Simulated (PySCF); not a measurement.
Job file and geometry (Å, from GFN2-xTB) of an NMR shielding run on SMILES F[C@@H]([C@@H](CC)COC)Cl, C6H12ClFO, GIAO PBE0/pcSseg-1 NMR shielding, non-relativistic, gas phase (PySCF); density fitting, a coarse starting grid and PySCF grid level 2 are the driver's defaults:

```
$ OMP_NUM_THREADS=1 python probes_run.py task.json out

{"job": {"kind": "nmr", "xc": "PBE0", "basis": "pcSseg-1"}, "charge": 0, "multiplicity": 1}
C     -2.403355    -1.019460    -0.437175
C     -1.763417     0.363048    -0.442411
C     -0.419480     0.408005     0.292119
C      0.683025    -0.372834    -0.423996
O      1.862484    -0.293168     0.345003
C      2.949924    -0.957966    -0.246390
C      0.048625     1.845195     0.504201
F     -0.827424     2.518508     1.299537
Cl     0.174539     2.740844    -1.029606
H     -1.812935    -1.729678    -1.009725
H     -3.393393    -0.968132    -0.882779
H     -2.504236    -1.393311     0.578910
H     -1.622869     0.697924    -1.471437
H     -2.436550     1.067799     0.050135
H     -0.538726    -0.015389     1.296004
H      0.853462     0.049013    -1.426063
H      0.383144    -1.423700    -0.539281
H      2.754795    -2.033193    -0.341062
H      3.169912    -0.550665    -1.240497
H      3.803310    -0.798981     0.409180
H      1.030246     1.883085     0.987825
```

Question: What does the program print?

Answer: 
```
coarse grid: 17752 points
cycle   1  E = -870.2622724966  dE =  9.754e-01  |g| = 7.444e-01  |ddm| = 3.858e+00
cycle   2  E = -870.1657883540  dE =  9.648e-02  |g| = 1.069e+00  |ddm| = 1.376e+00
cycle   3  E = -870.3687859294  dE = -2.030e-01  |g| = 8.288e-02  |ddm| = 8.682e-01
cycle   4  E = -870.3699062917  dE = -1.120e-03  |g| = 3.861e-02  |ddm| = 9.419e-02
cycle   5  E = -870.3702353333  dE = -3.290e-04  |g| = 7.169e-03  |ddm| = 3.820e-02
cycle   6  E = -870.3702460965  dE = -1.076e-05  |g| = 2.298e-03  |ddm| = 8.413e-03
cycle   7  E = -870.3702471713  dE = -1.075e-06  |g| = 6.155e-04  |ddm| = 2.366e-03
final grid: 166272 points
cycle   8  E = -870.4416562167  dE = -5.821e-05  |g| = 1.268e-02  |ddm| = 3.321e-02
cycle   9  E = -870.4416325842  dE =  2.363e-05  |g| = 1.704e-02  |ddm| = 2.054e-02
cycle  10  E = -870.4416888739  dE = -5.629e-05  |g| = 1.773e-03  |ddm| = 1.241e-02
cycle  11  E = -870.4416894449  dE = -5.709e-07  |g| = 2.937e-04  |ddm| = 1.714e-03
cycle  12  E = -870.4416894620  dE = -1.719e-08  |g| = 7.701e-05  |ddm| = 3.307e-04
cycle  13  E = -870.4416894632  dE = -1.118e-09  |g| = 2.917e-05  |ddm| = 1.014e-04
cycle  14  E = -870.4416894633  dE = -1.673e-10  |g| = 7.000e-06  |ddm| = 2.594e-05
converged SCF energy = -870.4416894633

GIAO shielding tensors (ppm)
atom      isotropic    diamagn.    paramagn.     s11        s22        s33       span
  0 C      173.563     245.977     -72.414    161.675    171.245    187.769     26.094
  1 C      167.127     247.452     -80.325    156.262    172.241    172.879     16.617
  2 C      134.815     247.967    -113.152    128.607    132.553    143.286     14.680
  3 C      111.844     248.806    -136.962     78.193     94.802    162.538     84.345
  4 O      317.500     398.574     -81.074    288.691    316.778    347.032     58.340
  5 C      125.481     242.576    -117.095     94.252     97.683    184.509     90.257
  6 C       73.118     245.116    -171.999     37.106     73.783    108.463     71.357
  7 F      335.648     472.085    -136.437    237.119    319.519    450.305    213.185
  8 Cl     774.658    1147.416    -372.758    524.119    770.814   1029.041    504.922
  9 H       30.831      30.370       0.462     25.390     30.457     36.648     11.258
 10 H       30.452      27.336       3.117     25.396     27.632     38.330     12.933
 11 H       30.956      29.715       1.241     26.479     28.859     37.530     11.051
 12 H       30.222      31.039      -0.816     24.307     31.852     34.508     10.200
 13 H       29.901      30.623      -0.722     23.451     31.187     35.066     11.614
 14 H       29.588      33.554      -3.965     27.350     28.280     33.135      5.785
 15 H       28.561      32.673      -4.113     26.117     28.996     30.569      4.452
 16 H       28.131      33.585      -5.454     22.932     29.249     32.211      9.279
 17 H       28.359      28.404      -0.046     24.454     25.728     34.894     10.441
 18 H       28.434      28.306       0.128     24.331     26.322     34.650     10.319
 19 H       27.789      27.674       0.115     23.571     24.998     34.798     11.227
 20 H       24.925      30.088      -5.163     21.986     24.939     27.850      5.864
```

Question: Turn these shieldings into chemical shifts. Chemical shifts δ = σref − σ; TMS for 13C (186.93 ppm) and 1H (31.72 ppm); H2O for 17O (336.08 ppm); CFCl3 for 19F (170.95 ppm); 35Cl (949.78 ppm) vs HCl, all at this level.

Answer: Averaging equivalent atoms: C 6: 113.8; C 3: 75.1; C 5: 61.4; C 2: 52.1; C 1: 19.8; C 0: 13.4; O 4: 18.6; F 7: -164.7; Cl 8: 175; H 20: 6.79; H 16: 3.59; H 17/18/19: 3.52; H 15: 3.16; H 14: 2.13; H 13: 1.82; H 12: 1.49; H 9/10/11: 0.97 ppm. Unscaled 19F shifts against computed CFCl3 carry errors that often reach 10 to 50 ppm. Experimental scales use liquid or dissolved standards, which lie at an offset from isolated H2O (liquid H2O: subtract about 36 ppm).

Size and cost of the density-fitted run: 220 basis functions, 2.1 min wall time on 1 thread of an Intel Xeon, shared host; peak memory 1 GiB.
